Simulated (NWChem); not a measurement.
# GeNH₃Cl₂; SMILES [Cl][GeH]([NH2])[Cl]

```xyz
7

Ge     0.3031    -0.3381     0.0000
N      1.7896     0.7269     0.0000
Cl    -0.8012     0.2010     1.7853
Cl    -0.8012     0.2010    -1.7853
H      0.4318    -1.8827     0.0000
H      2.3713     0.6325     0.8400
H      2.3713     0.6325    -0.8400
```
Atoms are numbered in this order, from 1.

Level: PBE-D3(BJ)/def2-SVP (NWChem), optimised geometry, unscaled harmonic frequencies. 

```csv
frequency (cm⁻¹),IR intensity (km/mol)
50,18.4
129,2.5
203,1.7
222,18.5
400,32.4
429,79.8
450,165.2
692,20.6
693,48.9
703,91.3
869,40.4
1476,22.0
2072,111.6
3448,24.5
3557,24.8
```

The zero-point energy is 22.0 kcal/mol and the thermal correction to the enthalpy at 298.15 K (with zero-point energy) is 26.8 kcal/mol. The heat capacity Cv is 20.9 cal/(mol K). The entropy at 298.15 K and 1 atm (symmetry number 1) is 84.3 cal/(mol K) and the dipole moment is 3.18 D.

Rigid rotor and harmonic oscillator; modes under 100 cm⁻¹ make the entropy uncertain.
